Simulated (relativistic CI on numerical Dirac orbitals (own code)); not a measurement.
Method of calculation: Dirac-Coulomb-Breit CI, orbitals from a KLI potential per configuration, a model potential for QED, valence Slater integrals scaled by 0.85, P86 correlation estimate, and configurations built on the next ion tied to the tabulated ionisation energy (semi-empirical) (own radial code, finite nucleus).

Configurations in the expansion (outside the closed core [Ne]): 3s²3p⁶3d, 3s²3p⁶4s, 3s²3p⁶4p, 3s²3p⁶4d, 3s²3p⁶5s, 3s²3p⁶4f, 3s²3p⁵3d², 3s²3p⁶5p, 3s²3p⁶5d, 3s²3p⁶5f, 3s²3p⁴3d³, 3s²3p⁶5g, 3s3p⁶3d², 3s²3p⁵3d4s. Levels of other configurations are missing.

Configurations that consist of the next ion and one excited electron were tied to the tabulated ionisation energy; Rydberg ones are usually within 1,000 to 3,000 cm⁻¹ and the lowest ones within about 6,000 (9,000 in d shells), while levels on excited terms of the next ion carry the error of that term, and the other configurations can be misplaced by 10,000 cm⁻¹ or more. Rates follow the energies as ν³ (E1, M1) or ν⁵ (E2), so rates, branching and lifetimes can be off by large factors. The fine structure of a lone outer electron comes out too small, for d and f at times inverted, and misplaced configurations move strength between like terms. 18 of the 29 excited levels that our extract of the measured tables holds in this range could be paired (the sources list more); they are missed by 3063 cm⁻¹ on average and 27268 at most, and levels without a partner can miss by more.

Outline of the computed level scheme of Ti IV. Lowest level of each configuration: 3s²3p⁶3d ²D3/2 at 0.0000 eV; 3s²3p⁶4s ²S1/2 at 10.5071 eV; 3s²3p⁶4p ²P°1/2 at 16.1593 eV; 3s²3p⁶4d ²D3/2 at 24.6857 eV; 3s²3p⁶5s ²S1/2 at 26.5116 eV; 3s²3p⁶5p ²P°1/2 at 28.7555 eV; 3s²3p⁶4f ²F°5/2 at 29.4647 eV; 3s²3p⁶5d ²D3/2 at 32.3213 eV; 3s²3p⁵3d² ⁴D°1/2 at 34.3481 eV.

Some strong electric-dipole decays among the lowest 41 levels: 3s²3p⁶4f ²F°7/2 → 3s²3p⁶3d ²D5/2 (4.3e+09 s⁻¹); 3s²3p⁶4f ²F°5/2 → 3s²3p⁶3d ²D3/2 (4.0e+09 s⁻¹); 3s²3p⁶4d ²D5/2 → 3s²3p⁶4p ²P°3/2 (2.2e+09 s⁻¹); 3s²3p⁶4p ²P°1/2 → 3s²3p⁶3d ²D3/2 (1.9e+09 s⁻¹); 3s²3p⁶4d ²D3/2 → 3s²3p⁶4p ²P°1/2 (1.9e+09 s⁻¹); 3s²3p⁶4p ²P°3/2 → 3s²3p⁶3d ²D5/2 (1.8e+09 s⁻¹); 3s²3p⁶5s ²S1/2 → 3s²3p⁶4p ²P°3/2 (1.4e+09 s⁻¹); 3s²3p⁶5p ²P°1/2 → 3s²3p⁶3d ²D3/2 (9.4e+08 s⁻¹).

Rates of lines that live on the mixing of spin multiplicities can be off by large factors.
